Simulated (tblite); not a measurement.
Species: C3H9BrO2Si2.
SMILES with atom numbers: `[CH3:1][C@@H:2]1[CH2:3][Si@H:4]([O:5][SiH2:6][Br:7])[O:8]1` (hydrogens: H9, H10, H11 on C1; H12 on C2; H13, H14 on C3; H15 on Si4; H16, H17 on Si6)

Computed with GFN2-xTB (tblite), gas phase: L-BFGS steps from a force-field or distance-geometry start until the largest atomic force falls under 0.01 eV/Å.

Step 76: E = -731.5303 eV
```
atom  x, y, z in Å  |  force x, y, z in eV/Å
C1     -2.4427    0.1520    0.9680   -0.007   0.000   0.009
C2     -1.6301    0.6616   -0.2009    0.016  -0.001   0.011
C3     -1.0120   -0.4149   -1.0985    0.008   0.009  -0.014
Si4     0.6076    0.4638   -0.6667    0.012   0.008  -0.001
O5      1.6943   -0.4120    0.1506   -0.004  -0.001  -0.003
Si6     3.2091   -0.8014    0.5248   -0.012   0.044  -0.040
Br7     4.4072    1.0331    0.4671    0.005  -0.003  -0.007
O8     -0.4295    1.3127    0.2745   -0.003  -0.011   0.000
H9     -1.8243   -0.4946    1.5863   -0.006  -0.013  -0.013
H10    -3.3032   -0.4067    0.6078   -0.004   0.008  -0.007
H11    -2.7852    0.9872    1.5732   -0.006  -0.005   0.025
H12    -2.1960    1.4014   -0.7731    0.021   0.003  -0.005
H13    -1.3477   -0.3763   -2.1268   -0.007   0.004  -0.027
H14    -1.1612   -1.4184   -0.7130   -0.005  -0.009   0.017
H15     1.2895    1.2761   -1.6595   -0.008  -0.010  -0.003
H16     3.7412   -1.6666   -0.5120   -0.011  -0.008   0.017
H17     3.1760   -1.2850    1.8871    0.013  -0.013   0.040
```

Step 77: E = -731.5306 eV
```
atom  x, y, z in Å  |  force x, y, z in eV/Å
C1     -2.4429    0.1512    0.9673   -0.008   0.000   0.009
C2     -1.6296    0.6616   -0.2014    0.003  -0.008   0.024
C3     -1.0126   -0.4153   -1.0995    0.007   0.010  -0.001
Si4     0.6073    0.4615   -0.6655    0.021   0.022  -0.003
O5      1.6952   -0.4118    0.1521   -0.007  -0.009   0.000
Si6     3.2102   -0.8000    0.5262   -0.009   0.045  -0.051
Br7     4.4094    1.0337    0.4593    0.001  -0.007  -0.003
O8     -0.4289    1.3110    0.2758   -0.015  -0.017  -0.009
H9     -1.8269   -0.5018    1.5819   -0.013  -0.007  -0.022
H10    -3.3080   -0.4006    0.6062    0.008   0.013  -0.001
H11    -2.7789    0.9859    1.5772   -0.005  -0.011   0.017
H12    -2.1956    1.4011   -0.7738    0.024   0.010   0.000
H13    -1.3476   -0.3760   -2.1281   -0.006   0.006  -0.028
H14    -1.1652   -1.4181   -0.7138    0.002  -0.013   0.013
H15     1.2907    1.2769   -1.6547   -0.010  -0.012  -0.010
H16     3.7411   -1.6671   -0.5100   -0.013  -0.009   0.022
H17     3.1752   -1.2801    1.8896    0.019  -0.013   0.043
```

Question: Estimate the geometry and energy of step 78. (The exact step hangs on the optimiser's Hessian estimate; all steps are aligned on step 77, rigid shifts and turns removed.)

Answer: E = -731.5310 eV, largest force 0.058 eV/Å
```
atom  x, y, z in Å  |  force x, y, z in eV/Å
C1     -2.4442    0.1504    0.9660   -0.008  -0.003   0.010
C2     -1.6291    0.6615   -0.2019   -0.017  -0.016   0.032
C3     -1.0131   -0.4156   -1.1004    0.005   0.005   0.014
Si4     0.6070    0.4590   -0.6633    0.024   0.030  -0.006
O5      1.6965   -0.4118    0.1541   -0.015  -0.013   0.002
Si6     3.2120   -0.7972    0.5272    0.001   0.029  -0.050
Br7     4.4126    1.0349    0.4498   -0.001  -0.007   0.000
O8     -0.4288    1.3085    0.2783   -0.019  -0.019  -0.013
H9     -1.8314   -0.5116    1.5753   -0.027   0.006  -0.033
H10    -3.3155   -0.3921    0.6039    0.024   0.018   0.004
H11    -2.7718    0.9842    1.5823   -0.001  -0.018   0.007
H12    -2.1937    1.4013   -0.7751    0.023   0.019   0.008
H13    -1.3467   -0.3761   -2.1295   -0.005   0.009  -0.024
H14    -1.1700   -1.4174   -0.7134    0.013  -0.014   0.004
H15     1.2911    1.2774   -1.6491   -0.008  -0.010  -0.021
H16     3.7407   -1.6687   -0.5068   -0.012  -0.007   0.023
H17     3.1773   -1.2746    1.8915    0.023  -0.008   0.042
```

The energy changes by -0.0004 eV. The first-order estimate −F·Δx gives -0.0005 eV and the mean of the old and new forces, exact on a quadratic surface, -0.0004 eV. The step makes an angle of 79° with the force vector and moves no atom by more than 0.013 Å.

The cost below is that of the whole relaxation. Hardware: Arm Neoverse V1, one thread, shared host with 32 logical CPUs at a one-minute load of 26. Cost: 1.7 s.
